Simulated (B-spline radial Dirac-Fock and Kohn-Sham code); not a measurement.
Diagram lines of Hf¹⁸⁺

System: the Hf¹⁸⁺ ion, 1s2 2s2 2p6 3s2 3p6 3d10 4s2 4p6 4d10 4f8.

Model: Dirac-Fock (average of configuration) total-energy differences with a finite nucleus, the Breit interaction including its frequency dependence, and self-energy and vacuum-polarisation corrections. Program: a radial B-spline solver. A line energy is the difference of two single-hole energies; the list is a selection of electric-dipole transitions between resolved j subshells. Correlation and solid-state effects are left out.

```
 line  energy (keV)  wavelength (Å)
 K-N3        64.986         0.19079
 K-N2        64.923         0.19097
 K-M3        63.230         0.19608
 K-M2        62.974         0.19688
 K-L3        55.781         0.22227
 K-L2        54.603         0.22707
L1-N3        10.922          1.1352
L1-N2        10.860          1.1417
L2-N4        10.547          1.1755
L2-N1        10.221          1.2130
L3-N5        9.3807          1.3217
L3-N4        9.3689          1.3234
```

Values without a named source are computed, but for edge energies of neutral atoms, which are taken from tables.
